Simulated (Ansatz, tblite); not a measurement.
Spin states of Ag₃⁺, each relaxed with B3LYP-D4/def2-TZVP in Ansatz. Electronic energies in the gas phase.

In the def2 sets Ag takes a core potential; there is no spin–orbit coupling. The xTB rows come from tblite. LC-ωPBE has ω = 0.4 bohr⁻¹. Correlated methods freeze no core orbitals; core or outer-core shells of Ag are correlated, in sets that lack core-valence functions. HOMO above LUMO, or a gap near zero within one spin, warns that the state may not be the lowest or that an electron is smeared out. The structure comes from a short search, and lower isomers may exist.

Singlet geometry (D3h within 0.1 Å):

Cartesian coordinates in Å:
```
Ag 0.682 -0.745 -1.211
Ag -0.626 1.432 -0.207
Ag -0.056 -0.688 1.418
```

Triplet geometry (D∞h within 0.1 Å):

```xyz
3

Ag    0.000    0.000    0.000
Ag    0.223    2.721    0.729
Ag   -0.223   -2.721   -0.729
```

Quintet geometry (C2v within 0.1 Å):

```tsv
atom	x (Å)	y (Å)	z (Å)
Ag1	-1.2774	-0.8980	-1.6447
Ag2	1.6598	-0.5221	-0.0798
Ag3	-0.3823	1.4201	1.7244
```

⟨S²⟩: triplet 2.01 at PBE0-D4/def2-TZVP (pure 2.00), quintet 6.00 at PBE0-D4/def2-TZVP (pure 6.00).

Only these spin states were relaxed. The triplet has other bonds than the singlet, so the gap mixes isomer and spin. The quintet has other bonds than the singlet, so the gap mixes isomer and spin.

```json
{"level": "GFN2-xTB", "triplet − singlet (kJ/mol)": "150.4", "quintet − singlet (kJ/mol)": "572.2", "lowest of these": "singlet"}
{"level": "BHLYP-D4/def2-TZVP", "triplet − singlet (kJ/mol)": "154.8", "quintet − singlet (kJ/mol)": "749.0", "lowest of these": "singlet"}
{"level": "RPA@PBE/def2-TZVP", "triplet − singlet (kJ/mol)": "163.6", "quintet − singlet (kJ/mol)": "527.8", "lowest of these": "singlet"}
{"level": "CCSD/def2-TZVP", "triplet − singlet (kJ/mol)": "154.4", "quintet − singlet (kJ/mol)": "749.1", "lowest of these": "singlet"}
```

Problem. Estimate the rows for GFN1-xTB, PBE-D4/def2-TZVP, r2SCAN-D4/def2-TZVP, LC-ωPBE/def2-TZVP.

Solution. 
| level | triplet − singlet (kJ/mol) | quintet − singlet (kJ/mol) | lowest of these | remarks |
| --- | --- | --- | --- | --- |
| GFN1-xTB | 105.1 | 549.4 | singlet | – |
| PBE-D4/def2-TZVP | 183.9 | 628.4 | singlet | gap within one spin near zero (quintet) |
| r2SCAN-D4/def2-TZVP | 181.4 | 654.0 | singlet | gap within one spin near zero (quintet) |
| LC-ωPBE/def2-TZVP | 152.0 | 777.3 | singlet | – |

The xTB methods have no spin-polarisation term.
